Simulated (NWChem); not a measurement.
System: GeCl2, singlet; SMILES [Cl][Ge][Cl]

Excerpt of the output:

```
             Northwest Computational Chemistry Package (NWChem) 7.3.0
             --------------------------------------------------------

                             Geometry "geometry" -> ""
                             -------------------------

 Output coordinates in angstroms (scale by  1.889725989 to convert to a.u.)

  No.       Tag          Charge          X              Y              Z
 ---- ---------------- ---------- -------------- -------------- --------------
    1 Ge                  32.0000     0.00000000     0.00000000     0.72959800
    2 Cl                  17.0000    -1.71378900     0.00000000    -0.68192000
    3 Cl                  17.0000     1.71378900     0.00000000    -0.68192000

 Effective nuclear repulsion energy (a.u.)     303.9349110725

  xc_inp: hfexch multiplicative factor not found.
                              NWChem Property Module
                              ----------------------

  itol2e modified to match energy
  convergence criterion.

                                 NWChem DFT Module
                                 -----------------

 Summary of "ao basis" -> "ao basis" (spherical)
 ------------------------------------------------------------------------------
       Tag                 Description            Shells   Functions and Types
 ---------------- ------------------------------  ------  ---------------------
 Ge                         def2-svp                12       32   5s4p3d
 Cl                         def2-svp                 8       18   4s3p1d

  itol2e modified to match energy
  convergence criterion.

            General Information
            -------------------
          SCF calculation type: DFT
          Wavefunction type:  closed shell.
          No. of atoms     :     3
          No. of electrons :    66
           Alpha electrons :    33
            Beta electrons :    33
          Charge           :     0
          Spin multiplicity:     1
          Use of symmetry is: off; symmetry adaption is: off
          Maximum number of iterations: 150
          AO basis - number of functions:    68
                     number of shells:    28
          Convergence on energy requested:  1.00D-07
          Convergence on density requested:  1.00D-05
          Convergence on gradient requested:  5.00D-04

              XC Information
              --------------
                     Hartree-Fock (Exact) Exchange  1.000

      Superposition of Atomic Density Guess
      -------------------------------------

 Sum of atomic energies:       -2993.69052877

      Non-variational initial energy
      ------------------------------

 Total energy =   -2993.861399
 1-e energy   =   -4771.782258
 2-e energy   =    1473.985948
 HOMO         =      -0.291473
 LUMO         =      -0.042506

   convergence    iter        energy       DeltaE   RMS-Dens  Diis-err
 ---------------- ----- ----------------- --------- --------- ---------
 d= 0,ls=0.0,diis     1  -2993.8496077395 -3.30D+03  1.13D-02  2.37D-01
 d= 0,ls=0.0,diis     2  -2993.8868032605 -3.72D-02  3.44D-03  8.12D-02
 d= 0,ls=0.0,diis     3  -2993.8969896802 -1.02D-02  8.54D-04  1.59D-03
 d= 0,ls=0.0,diis     4  -2993.8973880161 -3.98D-04  5.63D-04  2.68D-04
 d= 0,ls=0.0,diis     5  -2993.8974970357 -1.09D-04  2.17D-04  2.21D-05
  Resetting Diis
 d= 0,ls=0.0,diis     6  -2993.8975100816 -1.30D-05  5.47D-05  1.25D-06
 d= 0,ls=0.0,diis     7  -2993.8975109208 -8.39D-07  4.78D-06  5.41D-08
 d= 0,ls=0.0,diis     8  -2993.8975109452 -2.44D-08  3.23D-06  1.14D-08

         Total DFT energy =    -2993.897510945208
      One electron energy =    -4770.973147190708
           Coulomb energy =     1605.799299693439
    Exchange-Corr. energy =     -132.658574520416
 Nuclear repulsion energy =      303.934911072477

 Numeric. integr. density =        0.000000000000

                       DFT Final Molecular Orbital Analysis
                       ------------------------------------

 Vector   31  Occ=2.000000D+00  E=-4.542324D-01
              MO Center= -2.0D-12,  8.1D-16, -6.5D-01, r^2= 4.0D+00
   Bfn.  Coefficient  Atom+Function         Bfn.  Coefficient  Atom+Function
  ----- ------------  ---------------      ----- ------------  ---------------
    44      0.473850  2 Cl py                62     -0.473850  3 Cl py
    41      0.324288  2 Cl py                59     -0.324288  3 Cl py
    38      0.189934  2 Cl py                56     -0.189934  3 Cl py
    28     -0.056297  1 Ge d -2              18      0.032108  1 Ge d -2

 Vector   32  Occ=2.000000D+00  E=-4.430228D-01
              MO Center=  1.9D-13, -1.2D-15, -6.4D-01, r^2= 4.1D+00
   Bfn.  Coefficient  Atom+Function         Bfn.  Coefficient  Atom+Function
  ----- ------------  ---------------      ----- ------------  ---------------
    43      0.405267  2 Cl px                61      0.405267  3 Cl px
    40      0.283307  2 Cl px                58      0.283307  3 Cl px
    45     -0.252990  2 Cl pz                63      0.252990  3 Cl pz
    42     -0.180828  2 Cl pz                60      0.180828  3 Cl pz
    37      0.164978  2 Cl px                55      0.164978  3 Cl px

 Vector   33  Occ=2.000000D+00  E=-3.852337D-01
              MO Center=  5.4D-14,  2.6D-15,  4.2D-01, r^2= 3.9D+00
   Bfn.  Coefficient  Atom+Function         Bfn.  Coefficient  Atom+Function
  ----- ------------  ---------------      ----- ------------  ---------------
     4      0.472664  1 Ge s                 45     -0.350223  2 Cl pz
    63     -0.350223  3 Cl pz                 5      0.312034  1 Ge s
     3     -0.280988  1 Ge s                 14      0.271884  1 Ge pz
    42     -0.222882  2 Cl pz                60     -0.222882  3 Cl pz
    17      0.194982  1 Ge pz                11     -0.152369  1 Ge pz

 Vector   34  Occ=0.000000D+00  E=-3.094514D-03
              MO Center= -2.8D-15, -5.8D-15,  6.5D-01, r^2= 3.3D+00
   Bfn.  Coefficient  Atom+Function         Bfn.  Coefficient  Atom+Function
  ----- ------------  ---------------      ----- ------------  ---------------
    16      0.752622  1 Ge py                13      0.380734  1 Ge py
    44     -0.258705  2 Cl py                62     -0.258705  3 Cl py
    10     -0.231208  1 Ge py                41     -0.118071  2 Cl py
    59     -0.118071  3 Cl py                 7      0.074783  1 Ge py
    38     -0.071161  2 Cl py                56     -0.071161  3 Cl py

[...]

          -----------------------
          Electric field gradient
          -----------------------

 1 a.u. = 0.324123 10**(16) esu/cm**3  ( or statvolts/cm**2 ) = 0.97174 10**(22) v/m**2

 ------------------------------------------------------------
   Atom      X         Y         Z
 ------------------------------------------------------------
    1 Ge   0.00000   0.00000   1.37874
 ------------------------------------------------------------

 Electric field gradient in molecular frame (a.u.)
         XX             YY             ZZ             XY             XZ             YZ
 ------------------------------------------------------------------------------------------
        0.369476      -2.645747       2.276271       0.000000      -0.000000       0.000000

 Principal components (a.u.) and orientation
 of principal axis w.r.t. absolute frame                      Asymmetry parameter eta
 --------------------------------------------------------------------------------------
       -2.645747       2.276271       0.369476                       0.720702

        0.000000      -0.000000       1.000000
        1.000000       0.000000       0.000000
        0.000000       1.000000      -0.000000

 ------------------------------------------------------------
   Atom      X         Y         Z
 ------------------------------------------------------------
    2 Cl  -3.23859   0.00000  -1.28864
 ------------------------------------------------------------

 Electric field gradient in molecular frame (a.u.)
         XX             YY             ZZ             XY             XZ             YZ
 ------------------------------------------------------------------------------------------
       -0.631791       0.423579       0.208213      -0.000000      -1.368928       0.000000

 Principal components (a.u.) and orientation
 of principal axis w.r.t. absolute frame                      Asymmetry parameter eta
 --------------------------------------------------------------------------------------
       -1.643699       1.220121       0.423579                       0.484603

        0.804150      -0.594426       0.000000
        0.000000       0.000000       1.000000
        0.594426       0.804150       0.000000

 ------------------------------------------------------------
   Atom      X         Y         Z
 ------------------------------------------------------------
    3 Cl   3.23859   0.00000  -1.28864
 ------------------------------------------------------------

 Electric field gradient in molecular frame (a.u.)
         XX             YY             ZZ             XY             XZ             YZ
 ------------------------------------------------------------------------------------------
       -0.631791       0.423579       0.208213      -0.000000       1.368928      -0.000000

 Principal components (a.u.) and orientation
 of principal axis w.r.t. absolute frame                      Asymmetry parameter eta
 --------------------------------------------------------------------------------------
       -1.643699       1.220121       0.423579                       0.484603

        0.804150       0.594426       0.000000
        0.000000      -0.000000       1.000000
       -0.594426       0.804150       0.000000
```

Level: Hartree-Fock/def2-SVP. Low-valent species are run as closed-shell singlets; no triplet was tried in these runs. Geometry: optimised at B3LYP/6-31G* (spherical d). NWChem prints the field gradient with the sign opposite to the second derivative of the potential.

### Question
Reconstruct the input file.

### Answer
Several could match; the one computed here: the input that was run:
```
start job
memory heap 200 mb stack 900 mb global 1100 mb
geometry units angstroms noautosym nocenter noautoz
  Ge     0.000000     0.000000     0.729598
  Cl    -1.713789     0.000000    -0.681920
  Cl     1.713789     0.000000    -0.681920
end
basis spherical
  * library def2-svp
end
dft
  xc hfexch
  iterations 150
end
property
  efieldgrad
end
task dft property
```
